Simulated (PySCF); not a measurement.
## Worked example: entropy of an ideal gas

ClHSi, SMILES Cl[SiH] (connectivity only; charge and spin as stated), charge -1, multiplicity 2.

Coordinates come from a PBE-D3(BJ)/def2-TZVPD optimisation. The multiplicity is an assumed one; other spin states were not compared. The isomer is the one that the SMILES or the coordinates give; other isomers of the formula were not compared.

PBE-D3(BJ)/def2-TZVPD (PySCF) gives the harmonic wavenumbers 349, 689, 1805 cm⁻¹ and the rotational temperatures 10.2766, 0.2941, 0.2859 K. The molar mass is 64.54 g/mol, the symmetry number 1, the spin multiplicity 2.

Task: Work out the entropy at 298.15 K and 1 atm in the rigid-rotor, harmonic-oscillator model.

Result: 
Translation (Sackur–Tetrode at 1 atm): S = R[1.5 ln M + 2.5 ln T − 1.16487] = 160.7 J/(mol K).
Rotation: q = (√π/σ) T^1.5/√(θA θB θC) = 9820, S = R[ln q + 3/2] = 88.9 J/(mol K).
Vibration: with u = 1.4388 ν/T, each mode gives R[u/(e^u − 1) − ln(1 − e^−u)]:
```json
[
 {"ν (cm⁻¹)": "349", "modes": "1", "u": "1.68", "S (J/(mol K))": "4.90"},
 {"ν (cm⁻¹)": "689", "modes": "1", "u": "3.32", "S (J/(mol K))": "1.34"},
 {"ν (cm⁻¹)": "1805", "modes": "1", "u": "8.71", "S (J/(mol K))": "0.01"}
]
```
These are all the modes. Sum 6.2 J/(mol K).
Spin: R ln 2 = 5.8 J/(mol K).
Total 261.6 J/(mol K); the program's own thermochemistry gives 261.6. Translation makes up 61 % and vibration 2 %. Anharmonicity, hindered rotation and orbital degeneracy are left out.
